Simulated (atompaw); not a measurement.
## Before and after: PAW (atompaw) potential for technetium

| Quantity | Value |
| --- | --- |
| Element | technetium |
| Generator | atompaw 4.2.0.5 |
| Type | PAW |
| Functional | PBE |
| Relativity | scalar-relativistic |
| Frozen core | [Ar] 3d10 |
| Valence charge | 15 |
| Reference configuration | 4s2 4p6 4d5 5s0 5p0 (charge +2) |
| Partial waves | 4s (bound): rc 1.35 bohr; 5s (bound, empty): rc 2.55 bohr; 4p (bound): rc 2.10 bohr; 5p (bound, empty): rc 2.55 bohr; 4d (bound): rc 2.55 bohr; 4d channel at -0.45 Ry: rc 1.55 bohr |
| Local potential | troulliermartins scheme with l = 3 at 1 Ry, radius 2.50 bohr |
| Core correction | smooth core density matched at 1.60 bohr |
| Augmentation charge | sinc compensation charge, radius 2.15 bohr; PAW radius 2.55 bohr; waves and projectors: custom rrkj vanderbiltortho |

Change: core [Kr], valence charge 7; reference 4d5 5s2 5p0; waves now 5s (bound): rc 2.85 bohr; 5s channel at 0.9 Ry: rc 2.85 bohr; 5p (bound): rc 2.85 bohr; 5p channel at 2.2 Ry: rc 2.85 bohr; 4d (bound): rc 2.85 bohr; 4d channel at -0.15 Ry: rc 2.40 bohr; local potential troulliermartins scheme with l = 3 at 1 Ry, radius 2.65 bohr; core correction smooth core density matched at 2.60 bohr; augmentation sinc compensation charge, radius 2.30 bohr; PAW radius 2.85 bohr; waves and projectors: custom rrkj vanderbiltortho.

Cutoffs: the cutoffs (Ry, on a coarse ladder) from which the occupation-weighted sum of valence levels, in a spherical-Bessel basis at the reference potential, stays within 10 and 1 mRy of its value at 400 Ry; they do not see the model core or the augmentation charge, which bear on the density cutoff.

Task: What does the change do?

Result: The potential gets softer (30 Ry and 40 Ry → 12 Ry and 15 Ry); a bound ghost appears in s, which as a rule spoils a file. The shells moved into the core no longer need plane waves of their own. Several settings change at once here, so the effects cannot be laid on one of them.

| quantity | base | changed |
| --- | --- | --- |
| cutoff, loose | 30 Ry | 12 Ry |
| cutoff, tight | 40 Ry | 15 Ry |
| bound ghosts | none | s |
| lowest overlap eigenvalue by channel | s 0.28, p 0.49, d 0.37 | s 0.36, p 0.54, d 0.34 |

 A true bound ghost makes a file unfit for plane-wave use even where its test errors are small: the radial tests pick states by their node count and pass the ghost by. The cutoffs see the waves, projectors and local potential, not the compensation charge or the core.
